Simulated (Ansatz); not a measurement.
A nudged elastic band was laid between two geometries of C3H7NSi (12 atoms, charge 0, multiplicity 1).

Computed with RHF/STO-3G in Ansatz 0.2.0.

```json
{"movable images": "5", "climbing image": "yes", "spring": "5.0 eV/Å²", "optimiser": "fire", "start path": "through a guess of the saddle point", "force threshold": "0.05 eV/Å", "iteration limit": "60", "end points": "relaxed"}
```

Image 0:

```xyz
12
Properties=species:S:1:pos:R:3
N -0.771 1.394 0.315
C -0.172 0.090 -0.098
Si 0.969 -0.574 1.235
C -0.999 -0.795 -0.976
C -0.016 -0.224 -1.562
H -1.418 1.702 -0.430
H -0.019 2.104 0.309
H 1.617 -1.748 0.757
H 0.232 -0.894 2.410
H 1.954 0.402 1.554
H -1.850 -1.452 -1.020
H 0.551 -0.059 -2.461
```

Image 6:

```xyz
12
Properties=species:S:1:pos:R:3
N -0.802 1.466 -0.060
C -0.182 0.115 -0.234
Si 0.892 -0.501 1.184
C -0.944 -0.831 -1.118
C 0.078 -0.292 -1.657
H -1.350 1.453 0.818
H -0.043 2.143 0.130
H 1.405 -1.792 0.877
H 0.124 -0.574 2.380
H 1.976 0.395 1.401
H -1.798 -1.482 -1.181
H 0.721 -0.155 -2.508
```

Problem. Which bonds break or form, and what moves?

Solution. No bond is made or broken. The height of N1 over the plane of its neighbours goes from -0.43 to 0.44 Å.

Problem. Give the energies along the band, and the barrier.

Solution. It did not converge within its limit. The highest image is number 3 of 0 to 6, 10.6 kcal/mol above the first end and 8.6 kcal/mol above the last; the last end lies 1.9 kcal/mol above the first. The band didn't meet its force threshold, so its energies are provisional: the largest band force was still 0.13 eV/Å, and over the last iterations the top stayed at 0.46 eV. Limits of this set-up: minimal basis.

| image | path coordinate (Å) | energy (kcal/mol) | height of N1 over the plane of its neighbours (Å) |
| --- | --- | --- | --- |
| 0 | 0.00 | 0.0 | -0.43 |
| 1 | 0.28 | 0.4 | -0.41 |
| 2 | 0.58 | 4.3 | -0.28 |
| 3 | 0.87 | 10.6 | 0.03 |
| 4 | 1.28 | 3.5 | 0.41 |
| 5 | 1.68 | 2.4 | 0.42 |
| 6 | 2.09 | 1.9 | 0.44 |

The run took 3.7 min on 1 CPU thread of a shared host.
